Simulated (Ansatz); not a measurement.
Sn2H2⁻. The state is a quartet with charge -1. Geometry PBE-D4/def2-TZVPD; atoms count from 1.

```tsv
atom	x (Å)	y (Å)	z (Å)
Sn1	1.121	0.306	1.095
Sn2	-0.141	-0.143	-1.584
H3	-1.023	-1.717	-1.366
H4	0.043	1.555	1.855
```

In the def2 sets Sn takes a core potential; there is no spin–orbit coupling. At PBE0-D4/def2-TZVPD a doublet of charge -1 lies 0.62 eV below the quartet, each at its own geometry. The structure comes from a short search, and lower isomers may exist.

Problem. Estimate the Mulliken populations from the PBE0/def2-TZVPD orbitals of Ansatz.

Solution. 
```
atom  charge (e)  spin (α − β)
 Sn1       -0.41          1.53
 Sn2       -0.41          1.53
  H3       -0.09         -0.03
  H4       -0.09         -0.03
```
Mulliken values depend strongly on the basis. With diffuse functions, as here, like atoms can get unlike values, and bond orders can come out too low or too high.

Problem. Where does the spin sit?

Solution. Summed by element: Sn 3.05, H -0.05, of 3 unpaired in all. Largest on single atoms: Sn1 1.53, Sn2 1.53, H3 -0.03.

Problem. And the Mayer bond orders between heavy atoms (over 0.3)?

Solution. Sn1–Sn2 0.86 (3.00 Å).
